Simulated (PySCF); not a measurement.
C7H4N2.
InChI=1S/C7H4N2/c8-3-1-2-6-4-7(6)5-9/h2,4H,1H2/b6-2+

Method: TDDFT CAM-B3LYP/def2-SVPD, vertical, gas phase, core orbitals frozen in the response (PySCF). One conformer (not necessarily the lowest) at the GFN2-xTB geometry, without solvent, vibrations or thermal averaging. Torsions of this conformer, `[N:1]#[C:2][CH2:3]/[CH:4]=[C:5]1[CH:6]=[C:7]\1[C:8]#[N:9]`: C2–C3–C4–C5 106°.

Computed states:

| state | E (eV) | f |
| --- | --- | --- |
| S1 | 3.82 | 0.081 |
| S2 | 5.16 | 0.0002 |
| S3 | 5.86 | 0.0005 |
| S4 | 6.34 | 0.0096 |
| S5 | 6.49 | 0.0026 |
| S6 | 6.71 | 0.268 |
| S7 | 6.97 | 0.177 |
| S8 | 7.12 | 0.191 |

Broadening: Gaussians 0.25 eV wide at half height, area fixed by f = 4.319×10⁻⁹ ∫ε dν̃. The width is an assumption, not a result. The curve ends short of the highest state used, and states not computed would add to its high-energy end.

**Question.** What does the envelope look like, and where are its maxima?

**Answer.** 
| E (eV) | ε (L mol⁻¹ cm⁻¹) |
| --- | --- |
| 3.45 | 20 |
| 3.55 | 341 |
| 3.66 | 2795 |
| 3.76 | 7443 |
| 3.87 | 7845 |
| 3.98 | 2827 |
| 4.08 | 440 |
| 4.19 | 20 |
| 4.29 | 0 |
| 4.40 | 0 |
| 4.51 | 0 |
| 4.61 | 0 |
| 4.72 | 0 |
| 4.82 | 0 |
| 4.93 | 2 |
| 5.04 | 12 |
| 5.14 | 24 |
| 5.25 | 18 |
| 5.35 | 5 |
| 5.46 | 1 |
| 5.57 | 1 |
| 5.67 | 11 |
| 5.78 | 42 |
| 5.88 | 55 |
| 5.99 | 31 |
| 6.10 | 84 |
| 6.20 | 437 |
| 6.31 | 1086 |
| 6.41 | 1635 |
| 6.52 | 6708 |

Maxima: 325 nm (3.82 eV), ε about 8800, made up of S1 (100%); 240 nm (5.16 eV), ε about 25, made up of S2 (100%); 212 nm (5.86 eV), ε about 56, made up of S3 (100%) (ε in L mol⁻¹ cm⁻¹; maxima over ε = 5, shares over 10%). At its high-energy end, 6.52 eV, the curve is still rising (ε about 6700, from S6).

**Question.** Does any computed singlet lie in the visible range?

**Answer.** No computed singlet lies in the visible range (380 to 750 nm); the lowest, at 325 nm, stands 0.56 eV above its violet end (3.26 eV); a Tamm–Dancoff triplet lies at 479 nm, without intensity as long as spin–orbit coupling is left out.

**Question.** Coming from long wavelengths, where does ε first pass 100 L mol⁻¹ cm⁻¹?

**Answer.** At about 354 nm (3.50 eV), 0.32 eV below S1.

**Question.** On this curve, what absorbance would a 10⁻³ mol/L sample give at 193 nm over a 1 cm path?

**Answer.** 193 nm is 6.424 eV, where ε is about 1800 L mol⁻¹ cm⁻¹, so A = ε c l ≈ 1.8 (Beer–Lambert, with the gas-phase spectrum and the assumed width).

Hardware: Arm Neoverse V2, one thread, shared host. Cost: 42 s (with the writing of density and orbital grids), 0.99 GiB resident at most.
